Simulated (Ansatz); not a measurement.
Ansatz (a program for electronic structure) input (MP2/6-31G*):

Ansatz 0.2 input:
```yaml
crystal:
  periodic: [false, false, false]
  atoms:
    - {symbol: N, position_ang: [1.26736700, -0.55935600, 0.30026800]}
    - {symbol: B, position_ang: [0.00874500, 0.01775100, -0.00501300]}
    - {symbol: N, position_ang: [-1.20558000, -0.71747000, 0.12405000]}
    - {symbol: O, position_ang: [0.02507400, 1.33664400, -0.43591900]}
    - {symbol: H, position_ang: [2.11659000, -0.03244900, 0.20583300]}
    - {symbol: H, position_ang: [1.39675200, -1.50047800, 0.62075600]}
    - {symbol: H, position_ang: [-2.11099900, -0.33779900, -0.08392800]}
    - {symbol: H, position_ang: [-1.23844400, -1.67181500, 0.43391000]}
    - {symbol: H, position_ang: [-0.84072200, 1.69841700, -0.63437500]}
basis:
  gaussian:
    orbitals: 6-31G*
magnetization: {spin_polarized: false}
correlation: {method: mp2, electrons: outside_noble_gas}
relax: {f_tol: 0.003, max_steps: 120}
```

From the output:

```
mean field -5754.74804432 eV, -211.4830899203 hartree, gradient 9.7e-7 eV, S^2 0.000000; 0 other end points of the search recorded, 0 dependent functions left out
4 core orbitals not correlated
reference -5754.74804432 eV, -211.4830899203 hartree; 12, 12 occupied and 54, 54 virtual orbitals, 796 factors
densities: 0.11 GiB planned
second order -15.77688143 eV of doubles, -0.00000000 eV of singles
the calculation of the forces begins
relax step   5: F+E_penalty+E_count = -5770.52492575 eV  Δ(F+E_penalty+E_count) = -6.020e-5 eV  max|allowed force component| = 1.158e-3 eV/Å  Δτ_max = 0.0029 Å  (38 SCF iters, accepted)
these checks for a lower state are left out or cut short: cluster_reference
integrals: 0.02 GiB planned
796 factors; integrals over basis functions are off by at most 4.1e-4 eV
mean field: 0.13 GiB planned
mean field evaluation 64: about -5754.7480 eV, gradient 6.6e-5 eV
mean field -5754.74804432 eV, -211.4830899203 hartree, gradient 9.7e-7 eV, S^2 0.000000; 1 other end points of the search recorded, 0 dependent functions left out
4 core orbitals not correlated
reference -5754.74804432 eV, -211.4830899203 hartree; 12, 12 occupied and 54, 54 virtual orbitals, 796 factors
densities: 0.11 GiB planned
second order -15.77688143 eV of doubles, -0.00000000 eV of singles
the calculation of the forces begins
Total energy: -5770.52492575 eV, -212.0628796189 hartree
Atom 0 at     1.268865    -0.561440     0.301090 Å, force     0.000397    -0.000918     0.000338 eV/Å
Atom 1 at     0.009703     0.021724    -0.006227 Å, force     0.000369     0.000580    -0.000156 eV/Å
Atom 2 at    -1.209353    -0.714335     0.122675 Å, force    -0.000302     0.000148    -0.000076 eV/Å
Atom 3 at     0.037455     1.347842    -0.438449 Å, force    -0.000274    -0.000547     0.000154 eV/Å
Atom 4 at     2.119331    -0.029512     0.205123 Å, force     0.000816    -0.000121     0.000115 eV/Å
Atom 5 at     1.399509    -1.506273     0.622910 Å, force    -0.000210     0.001158    -0.000399 eV/Å
Atom 6 at    -2.120416    -0.337062    -0.085039 Å, force    -0.000588     0.000859    -0.000336 eV/Å
Atom 7 at    -1.237632    -1.672490     0.434206 Å, force     0.000071    -0.000941     0.000315 eV/Å
Atom 8 at    -0.848678     1.684991    -0.630706 Å, force    -0.000279    -0.000217     0.000045 eV/Å
Dipole moment:    -0.310806    -0.275638     0.061708 e Å
Checks for a lower state left out: cluster_reference
```

The geometry given is a B3LYP-D3(BJ)/def2-TZVP minimum.
